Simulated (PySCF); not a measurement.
Polarisability and C₆ of Sc¹⁰⁺ (scandium, charge +10)

[Ne] 3s1, 2S determinant. Calculation: PySCF 2.14, in an uncontracted even-tempered set (19 s from 0.49 bohr⁻², ratio 2.5; 12 p from 0.64 bohr⁻², ratio 2.5; 5 d from 2.8 bohr⁻², ratio 2.7; 4 f from 4.2 bohr⁻², ratio 2.7); the spin-free X2C one-electron Hamiltonian (Gaussian nucleus). Coupled (time-dependent) response in atomic units; α is the mean over directions.

```json
{"method": "UHF", "mean α (bohr³)": "0.6359", "C₆ (like pair)": "0.2933", "S(−4)": "0.7782"}
{"method": "PBE0", "mean α (bohr³)": "0.5969", "C₆ (like pair)": "0.2660", "S(−4)": "0.6974"}
```

S(−4) is the Cauchy moment in α(ω) = α(0) + S(−4) ω² + …

α(iu) at UHF:

| u (hartree) | α(iu) (bohr³) |
| --- | --- |
| 0 | 0.6359 |
| 0.100 | 0.6282 |
| 0.200 | 0.6063 |
| 0.400 | 0.5325 |
| 0.600 | 0.4440 |
| 0.800 | 0.3618 |
| 1.00 | 0.2940 |
| 1.50 | 0.1834 |
| 2.00 | 0.1254 |
| 3.00 | 0.07304 |
| 5.00 | 0.03985 |

A single London oscillator, α(iu) = α/(1 + u²/ω²), gives C₆ = (3/4) ω α². Matching the computed C₆ needs ω = 4 × 0.2933 / (3 × 0.6359²) = 0.967 hartree.

For an ion, C₆ is the dispersion term alone; charge-induced terms of lower order in 1/R come first.
